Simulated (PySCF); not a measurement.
SMILES O1C(C)(C)C(O[B]1)(C)C (C6H12BO2), doublet at its GFN2-xTB optimised geometry (Å):

```
21

C     -1.1330     0.6981    -1.5801
C     -1.0549     0.1745    -0.1437
C     -1.3059     1.3243     0.8260
O     -2.1190    -0.7954     0.0000
B     -1.5792    -2.0343     0.0000
O     -0.2277    -2.0343     0.0000
C      0.2364    -0.6714     0.1439
C      0.7474    -0.5341     1.5804
C      1.3908    -0.4421    -0.8257
H     -2.1176     1.1329    -1.7367
H     -1.0100    -0.1164    -2.2893
H     -0.3785     1.4585    -1.7606
H     -1.4262     0.9647     1.8428
H     -2.2229     1.8327     0.5385
H     -0.4834     2.0343     0.7876
H      1.5393    -1.2631     1.7370
H      1.1431     0.4613     1.7611
H     -0.0485    -0.7468     2.2895
H      1.1092    -0.6954    -1.8427
H      1.7136     0.5953    -0.7865
H      2.2229    -1.0803    -0.5385
```

Computed with unrestricted CAM-B3LYP/def2-SVP in PySCF. Cells within 0.4 Å of a nucleus heavier than hydrogen are left out (blank, or x).

Map of the electrostatic potential (hartree/e), clipped to [-0.08, 0.12] on the plane z = 0.6 Å:

```
|33333333333344444444433333333|
|33333333333444444444444333333|
|33333333334444444444444433333|
|33333344444444444444444443333|
|33334444444445444444444444333|
|33344445444566654444444444333|
|33344578766899965444444444433|
|33345899999999975544444444433|
|33345999999999975544444444433|
|3333599999x999965554444444433|
|333346999xx999765555444444433|
|32233459999999766555544444433|
|22222347999999877665544444433|
|22211235999999999876544444333|
|22110136999999999997544444333|
|21100059999999999997654444333|
|21100199999999999997654444433|
|21100299999999999997554444433|
|21111279999999999976554444333|
|21111379999999999755444444333|
|22112389999999996444444443333|
|22222379999999972223333333333|
|22222359999999620122333333333|
|22222235999642100112233333333|
|22222223444321000112233333333|
|22222122222211001122233333333|
|22222212222211111122223333333|
|22222222222211112222223333333|
|22222222222222222222233333333|
```
Scale: ten equal steps from -0.064 (start of '0') to 0.120 (end of '9'), in the order '0123456789'; x runs from -4.50 to 4.50, y from -4.50 (bottom) to 4.50 (top).
